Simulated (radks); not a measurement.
All-electron atom: Nd+ in [Xe] 4f4 7p1 (not the ground configuration). Calculated with a radial shooting solver on a logarithmic mesh with Libxc functionals: Dirac Kohn-Sham, PBE, spin-unpolarised, spherical densities, point nucleus; open shells fill j = l - 1/2 first.

Normalised radial functions P(r) = r R(r) (large component), r in bohr:

r           4d3/2    5s1/2
0.003727   0.0003   0.0994
0.004408   0.0005   0.1102
0.005215   0.0008   0.1210
0.00612    0.0011   0.1307
0.007239   0.0018   0.1398
0.008563   0.0027   0.1466
0.01013    0.0042   0.1501
0.01189    0.0064   0.1490
0.01406    0.0098   0.1415
0.01663    0.0151   0.1258
0.01968    0.0230   0.1003
0.02328    0.0347   0.0639
0.02732    0.0509   0.0189
0.03231    0.0752  -0.0377
0.03822    0.1095  -0.1002
0.04522    0.1565  -0.1618
0.05306    0.2155  -0.2104
0.06277    0.2941  -0.2390
0.07425    0.3892  -0.2317
0.08784    0.4961  -0.1786
0.1039     0.6047  -0.0779
0.1219     0.6934   0.0522
0.1442     0.7474   0.1982
0.1706     0.7324   0.3133
0.2018     0.6206   0.3515
0.2369     0.4088   0.2851
0.2802     0.0809   0.1053
0.3315    -0.3208  -0.1460
0.3921    -0.7334  -0.3860
0.4638    -1.0791  -0.5167
0.5443    -1.2803  -0.4718
0.6439    -1.3203  -0.2352
0.7616    -1.1953   0.1347
0.901     -0.9587   0.5273
1.057     -0.6955   0.8185
1.251     -0.4407   0.9669
1.48      -0.2450   0.9403
1.75      -0.1177   0.7789
2.07      -0.0480   0.5550
2.43      -0.0171   0.3490
2.874     -0.0047   0.1835
3.4       -0.0010   0.0810
4.022     -0.0002   0.0293
4.72      0.0000   0.0090
5.583     0.0000   0.0020
6.604     0.0000   0.0003
7.813     0.0000   0.0000
9.242     0.0000   0.0000
10.85     0.0000   0.0000
12.83     0.0000   0.0000
15.18     0.0000   0.0000
17.95      0.0000   0.0000
21.07      0.0000   0.0000
24.92      0.0000   0.0000
29.48      0.0000   0.0000

4d3/2: eigenvalue -128.11 eV, 1 radial node at r = 0.290 bohr, <r> = 0.702 bohr, 90 % of the charge inside 1.06 bohr. 5s1/2: eigenvalue -49.908 eV, 4 radial nodes at r = 0.0290, 0.115, 0.302, 0.719 bohr, <r> = 1.47 bohr, 90 % of the charge inside 2.12 bohr.
